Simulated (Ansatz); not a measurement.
`CN(C)[Si](O)(O)O`. Charge 0, multiplicity 1.

Z-matrix (Å, degrees):
```
C
N 1 1.442
H 1 1.089 2 110.4
H 1 1.100 2 111.8 3 120.9
H 1 1.098 2 110.8 3 -119.6
C 2 1.444 1 113.8 3 178.5
Si 2 1.700 1 125.0 3 -8.9
H 6 1.099 2 111.8 1 60.7
H 6 1.098 2 111.0 1 -59.1
H 6 1.092 2 110.7 1 -178.8
O 7 1.636 2 111.7 1 144.7
O 7 1.641 2 104.6 1 21.9
O 7 1.641 2 115.8 1 -100.5
H 11 0.958 7 115.4 2 -64.0
H 12 0.958 7 115.5 2 -160.1
H 13 0.957 7 115.8 2 36.0
```

(1) List the harmonic frequencies (cm⁻¹, unscaled) at PBE0-D4/def2-TZVP in Ansatz. (Estimate.)

(2) Is this a minimum?

(3) Give the ideal-gas thermochemistry at 298.15 K and 1 bar (rigid rotor, harmonic oscillator; point group C1, symmetry number 1).

(4) And at 400, 500, 600, 800 and 1000 K?

Answers

(1) Computed: 35, 107, 151, 186, 211, 218, 246, 299, 304, 326, 353, 372, 401, 413, 654, 805, 808, 855, 907, 954, 971, 1044, 1099, 1124, 1174, 1242, 1347, 1443, 1471, 1476, 1486, 1503, 1528, 2985, 2991, 3025, 3034, 3124, 3149, 3927, 3931, 3939.

(2) Yes, all 42 modes are real.

(3) Zero-point energy 332.7 kJ/mol; H(298) − E = 362.4 kJ/mol; entropy 409.5 J/(mol·K), of which translation 168.9, rotation 117.6, vibration 123.1; G(298) − E = 240.3 kJ/mol. Modes under 100 cm⁻¹ are hindered rotations or soft bends, so the harmonic entropy is rough.

(4) 
```tsv
T (K)	H − E (kJ/mol)	S (J/mol/K)	G − E (kJ/mol)
400	380.2	460.6	195.9
500	400.4	505.7	147.6
600	422.9	546.6	94.9
800	473.2	618.7	-21.8
1000	528.7	680.6	-151.9
```
